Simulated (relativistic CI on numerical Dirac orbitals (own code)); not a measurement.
## One change at a time: W LXVII

Base calculation: Dirac-Coulomb-Breit CI, separate exchange-only KLI orbitals for each configuration, model QED (radiative potential, 1s self-energy scaled to tabulated hydrogen-like ionisation energies), unscaled Slater integrals.

CI space (outside the closed core 1s2): 2s2.2p4, 2s.2p5, 2p6, 2p5.3s, 2s2.2p3.3s, 2p5.3p, 2p5.3d, 2s2.2p3.3p, 2s2.2p3.3d, 2s.2p4.3s, 2s.2p4.3p, 2s.2p4.3d, 2s2.2p3.4s, 2s2.2p3.4p, 2s2.2p3.4d, 2s2.2p3.4f. Levels of other configurations are missing.

The lowest level and the first level of each name with at least 55 % of one term (blank where a level has no safe partner in the second run):

| Level | Base (eV) | Shift (eV) |
| --- | --- | --- |
| 2s2.2p4 3P_2 | 0.0 | 0.0 |
| 2s2.2p4 1S_0 | 61.1 | -5.0 |
| 2s2.2p4 3P_1 | 1399.9 | +1.3 |
| 2s2.2p4 1D_2 | 1418.8 | -1.4 |
| 2s.2p5 3P°_2 | 1808.4 | +2.5 |
| 2s.2p5 1P°_1 | 1893.3 | -5.5 |
| 2s2.2p4 3P_0 | 2844.3 | -1.2 |
| 2s.2p5 3P°_0 | 3220.4 | +2.6 |
| 2s.2p5 3P°_1 | 3259.1 | -2.0 |
| 2p6 1S_0 | 3741.6 | -1.8 |
| 2s2.2p3.3p 3P_0 | 9220.7 | -5.4 |
| 2s2.2p3.3d 3P°_0 | 9300.4 | -0.8 |
| 2s2.2p3.3s 3S°_1 | 10036.9 | +2.0 |
| 2s2.2p3.3s 3D°_3 | 10049.3 | -0.3 |

At this charge energies of transitions that change n are usually good to better than 1 %, and those within a shell (Δn = 0) to a few per cent.

**Question.** One thing was changed in a second run, which moved the levels as shown. Which?
A. Breit term removed
B. QED terms removed
C. configuration mixing switched off
D. valence Slater integrals scaled by 0.9

**Answer.** D. Valence Slater integrals scaled by 0.9. Scaling acts on the splittings between terms and on the mixing, and leaves the fine structure of pure LS terms nearly alone; in jj coupling it moves the levels of one term differently.

LS names give the leading component of a level, which can be under half, so a name can repeat, a term be missing and a line seem to break the LS rules.
